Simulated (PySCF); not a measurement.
C5H11NO.
SMILES: `CCCCC(N)=O`

Level: PBE0/def2-SVPD in PySCF, non-relativistic, on one gas-phase PBE0-D3(BJ)/def2-SVP geometry that isn't relaxed in the solvent. The solvent is an IEF-PCM continuum (cavity from Bondi-type radii × 1.2), and excitations are vertical TDDFT with non-equilibrium linear response and a frozen core. The model holds no explicit solvent molecules, cavitation or dispersion.

Gas-phase singlets (H = HOMO, L = LUMO):

| state | E (eV) | λ (nm) | f | leading configurations |
| --- | --- | --- | --- | --- |
| S1 | 5.717 | 217 | 0.000 | H→L+1 94% |
| S2 | 6.789 | 183 | 0.024 | H→L 93% |
| S3 | 7.082 | 175 | 0.009 | H-1→L 90% |
| S4 | 7.364 | 168 | 0.034 | H→L+2 51%, H-1→L+1 34% |
| S5 | 7.618 | 163 | 0.080 | H-1→L+1 44%, H→L+2 38%, H→L+3 9% |

Q: What are the lowest 5 singlets in chloroform (ε = 4.711)?

A: 
```tsv
state	E (eV)	λ (nm)	f	leading configurations	change by rank (eV)
S1	5.895	210	0.000	H→L 97%	+0.178
S2	7.155	173	0.033	H→L+1 82%, H-1→L 9%	+0.366
S3	7.357	169	0.025	H-1→L+1 72%, H-1→L+2 14%, H-1→L 10%	+0.275
S4	7.383	168	0.177	H-1→L 71%, H-1→L+1 10%, H→L+1 10%	+0.019
S5	7.860	158	0.026	H→L+2 82%	+0.242
```

Q: What are the lowest 5 singlets in dichloromethane (ε = 8.93)?

A: 
```csv
state,E (eV),λ (nm),f,leading configurations,change by rank (eV)
S1,5.935,209,0.000,H→L 97%,+0.218
S2,7.202,172,0.034,"H→L+1 76%, H-1→L 13%",+0.413
S3,7.382,168,0.168,"H-1→L 67%, H→L+1 13%, H-1→L+1 11%",+0.300
S4,7.403,167,0.041,"H-1→L+1 69%, H-1→L+2 14%, H-1→L 11%",+0.039
S5,7.930,156,0.025,"H→L+2 81%, H→L+3 8%",+0.312
```

Q: How do the frontier levels move from gas to dichloromethane?

A: 
| orbital | gas (eV) | solvent (eV) | change (eV) |
| --- | --- | --- | --- |
| LUMO+2 | 0.95 | 1.18 | +0.23 |
| LUMO+1 | 0.58 | 0.82 | +0.24 |
| LUMO | 0.52 | 0.57 | +0.05 |
| HOMO | -7.38 | -7.60 | -0.22 |
| HOMO-1 | -7.90 | -7.87 | +0.03 |
| HOMO-2 | -9.04 | -8.93 | +0.11 |
| HOMO-3 | -9.36 | -9.26 | +0.10 |

The HOMO–LUMO gap goes from 7.91 to 8.17 eV. Rows go by rank; for LUMO and LUMO+1 the atom shares or the degeneracy differ between the runs, so the row needn't follow one orbital.

The values belong to the conformer `[CH3:1][CH2:2][CH2:3][CH2:4][C:5]([NH2:6])=[O:7]`: C1–C2–C3–C4 180°, C2–C3–C4–C5 179°, C3–C4–C5–N6 177°, H–N6–C5–C4 0°, H–N6–C5–C4 179°.
